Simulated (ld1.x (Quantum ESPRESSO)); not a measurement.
# Reading a pseudo-wave (molybdenum (Mo))

Columns: radius, all-electron u(r) and pseudo u(r) of the 5p shell (level -12.41 eV) of molybdenum in the configuration [Kr] 4d4 5s0 5p0; BP86, non-relativistic, RRKJ scheme, ld1.x (Quantum ESPRESSO) 7.5.

| r (bohr) | all-electron | pseudo |
| --- | --- | --- |
| 0.140 | 0.0450 | -0.0014 |
| 0.280 | -0.1729 | -0.0056 |
| 0.420 | -0.1178 | -0.0131 |
| 0.560 | 0.0575 | -0.0242 |
| 0.700 | 0.2093 | -0.0395 |
| 0.840 | 0.2899 | -0.0595 |
| 0.980 | 0.2994 | -0.0847 |
| 1.120 | 0.2549 | -0.1151 |
| 1.260 | 0.1756 | -0.1507 |
| 1.400 | 0.0778 | -0.1910 |
| 1.540 | -0.0265 | -0.2353 |
| 1.680 | -0.1294 | -0.2824 |
| 1.820 | -0.2258 | -0.3312 |
| 1.960 | -0.3126 | -0.3802 |
| 2.100 | -0.3882 | -0.4279 |
| 2.240 | -0.4522 | -0.4727 |
| 2.380 | -0.5044 | -0.5132 |
| 2.520 | -0.5454 | -0.5482 |
| 2.660 | -0.5759 | -0.5763 |
| 2.800 | -0.5968 | -0.5968 |
| 2.940 | -0.6091 | -0.6091 |
| 3.080 | -0.6139 | -0.6139 |
| 3.220 | -0.6119 | -0.6119 |
| 3.360 | -0.6045 | -0.6045 |
| 3.500 | -0.5924 | -0.5924 |
| 3.640 | -0.5765 | -0.5765 |

(1) How many radial nodes do the two functions have?

(2) At about which radius was the pseudo-wave matched?

(3) Where does each function peak?

(4) Is the pseudo-wave norm-conserving?

## Answers

(1) The all-electron 5p function has n − l − 1 = 3; the pseudo-wave has 0, since the states of the same l below it are removed with the core.

(2) 2.80 bohr, where the columns begin to agree (steps of 0.14 bohr).

(3) Outermost all-electron maximum near 3.08 bohr, pseudo maximum near 3.08 bohr (to the table’s step).

(4) Yes: the RRKJ scheme keeps the norm inside the radius equal to the all-electron one, which fixes the energy derivative of the logarithmic derivative at the level.
